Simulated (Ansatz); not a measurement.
CH5FNOSi, SMILES `CO[Si](N)F` radical. Total charge 0; spin multiplicity 2. The geometry is a stationary point of PBE0-D4/def2-TZVP. It is one conformer, not always the lowest.

```xyz
10

C     0.614   -1.478   -0.120
O     0.482   -0.571    0.962
Si   -0.521    0.709    0.995
N    -0.226    1.727   -0.355
F    -2.052    0.261    0.810
H     1.571   -1.990   -0.017
H     0.589   -0.956   -1.082
H    -0.189   -2.219   -0.097
H     0.684    2.151   -0.453
H    -0.953    2.366   -0.642
```

**Question.** What is the dipole moment at r2SCAN/def2-TZVPP? (Best estimate.)

**Answer.** Ansatz gave: 2.29 D, with components (1.20, 1.07, -1.64) D in this frame, pointing from negative to positive charge.

**Question.** And with PBE, B3LYP, ωB97M-V? (Estimate.)

**Answer.** Computed: PBE 2.30 D, B3LYP 2.29 D, ωB97M-V 2.25 D.

**Question.** Give the Mulliken charges with r2SCAN, B3LYP, ωB97M-V in def2-TZVPP. (An estimate is asked.)

**Answer.** Ansatz gave: 
```json
{"atom": "C1", "r2SCAN": "0.00", "B3LYP": "-0.13", "ωB97M-V": "-0.18"}
{"atom": "O2", "r2SCAN": "-0.37", "B3LYP": "-0.37", "ωB97M-V": "-0.35"}
{"atom": "Si3", "r2SCAN": "0.59", "B3LYP": "0.58", "ωB97M-V": "0.56"}
{"atom": "N4", "r2SCAN": "-0.41", "B3LYP": "-0.36", "ωB97M-V": "-0.33"}
{"atom": "F5", "r2SCAN": "-0.32", "B3LYP": "-0.33", "ωB97M-V": "-0.31"}
{"atom": "H6", "r2SCAN": "0.06", "B3LYP": "0.11", "ωB97M-V": "0.12"}
{"atom": "H7", "r2SCAN": "0.06", "B3LYP": "0.10", "ωB97M-V": "0.11"}
{"atom": "H8", "r2SCAN": "0.07", "B3LYP": "0.11", "ωB97M-V": "0.13"}
{"atom": "H9", "r2SCAN": "0.16", "B3LYP": "0.14", "ωB97M-V": "0.12"}
{"atom": "H10", "r2SCAN": "0.16", "B3LYP": "0.14", "ωB97M-V": "0.12"}
```

B3LYP here is the variant with VWN-RPA as its local correlation; programs differ in this.
